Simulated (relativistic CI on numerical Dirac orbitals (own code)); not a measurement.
One change at a time: Gd47+

Base calculation: Dirac-Coulomb-Breit CI, separate exchange-only KLI orbitals for each configuration, model QED (radiative potential, 1s self-energy scaled to tabulated hydrogen-like ionisation energies), unscaled Slater integrals.

CI space (outside the closed core [Ne]): 3s2 3p5, 3s 3p6, 3s2 3p4 3d, 3s 3p5 3d, 3p6 3d, 3s 3p4 3d2, 3s2 3p3 3d 4p, 3p6 4s, 3s 3p4 3d 4s, 3s2 3p4 4s, 3p6 4p, 3s2 3p4 4p, 3s2 3p3 3d2, 3s2 3p2 3d3, 3s 3p3 3d3, 3s2 3p2 3d2 4s, 3s2 3p2 3d2 4p. Double excitations out of closed p, d and f shells are left out; levels of such configurations are missing from the list, as are those of other unlisted configurations, and high levels can miss mixing partners.

The lowest level and the first level of each name with at least 55 % of one term (blank where a level has no safe partner in the second run):

```csv
Level,Base (eV),Shift (eV)
3s2 3p5 2P°_3/2,0.000,0.000
3s2 3p5 2P°_1/2,173.639,+0.012
3s2 3p4 3d 2D_3/2,219.250,-0.062
3s2 3p4 3d 4F_9/2,238.961,-0.070
3s 3p6 2S_1/2,330.294,+0.063
3s2 3p4 3d 4D_1/2,359.187,-0.061
3s2 3p4 3d 2G_7/2,377.405,-0.064
3s2 3p4 3d 2G_9/2,416.014,-0.069
3s 3p5 3d 4P°_1/2,508.368,+0.080
```

At this charge energies of transitions that change n are usually good to better than 1 %, and those within a shell (Δn = 0) to a few per cent.

Q: One thing was changed in a second run, which moved the levels as shown. Which?
A. one mean potential for all configurations
B. P86 correlation estimate
C. Breit term removed
D. QED terms removed
E. configuration mixing switched off
F. only the first 3 configurations

A: A. One mean potential for all configurations. One potential for all configurations removes the relaxation of the orbitals, which moves whole configurations and changes the integrals a little.

LS names give the leading component of a level, which can be under half, so a name can repeat, a term be missing and a line seem to break the LS rules.
